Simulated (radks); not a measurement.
Results of a calculation; reference values are marked as such.
Q: These are the eigenvalues of the occupied orbitals of an atom or ion with whole-number occupations (eV). Code: a radial shooting solver on a logarithmic mesh with Libxc functionals. Model: scalar-relativistic Kohn-Sham, Slater X-alpha with alpha = 0.93, spin-polarised, spherical densities, point nucleus.

1s up: -55704.73
1s down: -55704.73
2s up: -9355.651
2s down: -9355.571
2p up: -8302.158
2p down: -8302.100
3s up: -2099.313
3s down: -2097.310
3p up: -1776.363
3p down: -1774.376
3d up: -1365.972
3d down: -1364.431
4s up: -419.5804
4s down: -415.4340
4p up: -312.7974
4p down: -308.7125
4d up: -168.0701
4d down: -164.0774
5s up: -54.3478
5s down: -52.4032
5p up: -29.0511
5p down: -27.6537
4f up: -9.3272
4f down: -5.8171
6s up: -4.3925
6s down: -4.2928

Which element is it, and in what charge state? The configuration may be excited. Open shells, if any, are filled with parallel spins first.

A: Z = 67, holmium, charge 0: Ho in [Xe] 4f11 6s2. The list shows which subshells hold electrons but not how many an open one holds; the 1s level, -2047.1 hartree, gives Z - s = 64.0 by -(Z - s)^2/2, which with screening and relativity narrows Z to a few neighbours, and the depths of the outer levels then fix element, charge and occupations together.
